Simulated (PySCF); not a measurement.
Computed with PBE-D3(BJ)/def2-TZVP // r2SCAN-D4/def2-SVP run with PySCF. All species are isolated molecules in the gas phase. One relaxed conformer stands for a flexible species; it need not be the lowest. 

Reference species: [Ti(F)3(NH2)] (neutral, multiplicity 1).

The LUMO comes out as -3.43 eV, the coordination number is 4 and the HOMO–LUMO gap is 3.61 eV.

After one change: the LUMO falls by 0.55 eV; the coordination number hardly moves; the HOMO–LUMO gap increases by 2.85 eV.

Q: Name the change that produced these shifts. The new species is one of these.
A. [Ti(F)(NH2)3]
B. [Ti(F)2(NH2)2]
C. [Ti(F)4]
D. [Ti(NH2)4]

A: C, [Ti(F)4]
